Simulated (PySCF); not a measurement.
Delta-SCF ions had no search for a lower state. Excitations are Tamm–Dancoff values on a coarser integration grid. The basis has no diffuse functions, so Rydberg states are missing or too high.

## C$_{6}$H$_{15}$Ga, SMILES `[CH2]([Ga]([CH2]C)[CH2]C)C` (charge 0, multiplicity 1)

Method: ωB97X-D3(BJ)/def2-TZVP // PBE0-D3(BJ)/def2-SVP (PySCF 2.14.0).

```yaml
HOMO: -9.21 eV
dipole_moment: 0.00 D
HOMO–LUMO gap: 10.58 eV
LUMO: 1.37 eV
S1 excitation (TDA): 5.21 eV
S1 oscillator strength: 0.000
brightest of the four lowest singlets (TDA): 6.89 eV
T1 excitation (TDA): 4.96 eV
S1–T1 gap (TDA): 0.25 eV
vertical ionisation energy (Delta-SCF): 8.94 eV
total_energy: -2162.7230 Ha
cost: very roughly 13 core-minutes
```

```xyz
22

C      2.6784    -1.2026     0.3735
C      1.9268     0.1238     0.4072
Ga    -0.0171     0.0358     0.0174
C     -0.8684    -1.7093    -0.3927
C     -2.3634    -1.6732    -0.6908
C     -1.1100     1.6921     0.0406
C     -0.3615     2.9856     0.3439
H      2.2736    -1.9214     1.1044
H      2.6081    -1.6880    -0.6135
H      3.7524    -1.0865     0.5983
H      2.3696     0.8436    -0.3062
H      2.0398     0.6139     1.3921
H     -0.3104    -2.1540    -1.2377
H     -0.6544    -2.3830     0.4579
H     -2.5922    -1.0360    -1.5605
H     -2.7761    -2.6731    -0.9082
H     -2.9400    -1.2653     0.1553
H     -1.9263     1.5316     0.7695
H     -1.6265     1.7569    -0.9350
H     -1.0242     3.8677     0.3460
H      0.1312     2.9522     1.3293
H      0.4319     3.1824    -0.3953
```
Charge 0, spin multiplicity 1.
